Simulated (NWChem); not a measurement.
System: CH3BF2O; SMILES OCB(F)F

NWChem input:

```
start job
memory heap 200 mb stack 900 mb global 1100 mb
geometry units angstroms noautoz
  O      0.119861    -1.949954     0.129512
  C     -0.720988    -0.843540    -0.063680
  B     -0.020556     0.556317     0.012024
  F     -0.710824     1.679727     0.033743
  F      1.297884     0.656675     0.015113
  H      0.958590    -1.772817    -0.308067
  H     -1.277253    -0.888739    -1.028458
  H     -1.515046    -0.874356     0.703792
end
basis spherical
  O library 6-31g*
  C library 6-31g*
  B library 6-31g*
  F library 6-31g*
  H library 6-31g*
end
dft
  xc b3lyp
  iterations 150
end
tddft
  cis
  nroots 8
  notriplet
end
task tddft energy
```

All runs use the structure optimised with PBE0/def2-SVP.

Vertical excitations in the gas phase.

Q: What results follow from this input? (B3LYP/6-31G* (spherical d), TDA.) Quantities: lowest excitation, singlet (eV); oscillator strength of that lowest state; lowest state with f > 0.02, singlet (eV); oscillator strength of that bright state; orbital gap (eV).

A: 
```json
{
 "lowest excitation, singlet (eV)": "6.66",
 "oscillator_strength_of_that_lowest_state": "0.023",
 "lowest state with f > 0.02, singlet (eV)": "6.66",
 "oscillator_strength_of_that_bright_state": "0.023",
 "orbital gap (eV)": "7.69"
}
```
